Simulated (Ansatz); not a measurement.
**Worked example: H2O + GeH(CH3)(SeH) → OH + GeH2(CH3)(SeH)**

Gas-phase species: H2O `O`, singlet; GeH(CH3)(SeH), doublet; OH, doublet; GeH2(CH3)(SeH), singlet. A radical takes H: the energy is the difference in strength between the O–H bond broken and the Ge–H bond made.

Shapes, held fixed at every level: PBE0-D4/def2-TZVP. Flexible molecules stand in one conformer, not always the lowest. Programs: Ansatz 0.2.0. The zero-point and thermal change to 298 K, harmonic and unscaled (PBE0-D4/def2-TZVP), is -11.6 kJ/mol.

At CCSD(T)/def2-TZVPP; 1 Eh = 2625.50 kJ/mol:

| species | energy (Eh) |
| --- | --- |
| H2O | -76.337011 |
| GeH(CH3)(SeH) | -4516.757040 |
| OH | -75.641505 |
| GeH2(CH3)(SeH) | -4517.395595 |

**Question.** Work out ΔH(298 K) of the reaction at this level.

**Answer.** 
1. Products less reactants: (-75.641505) + (-4517.395595) − [(-76.337011) + (-4516.757040)] = 0.056951 Eh = +149.5 kJ/mol.
2. With the thermal change: +149.5 + (-11.6) = +137.9 kJ/mol.

Other levels give +60.5 (HF/def2-SVP) to +147.8 kJ/mol (PBE0-D4/def2-TZVPP). No measured value is set beside it here. Open shells run unrestricted. Relativity is left out for Ge, Se. Outer-core shells of Ge, Se are correlated, in sets that cover them unevenly.
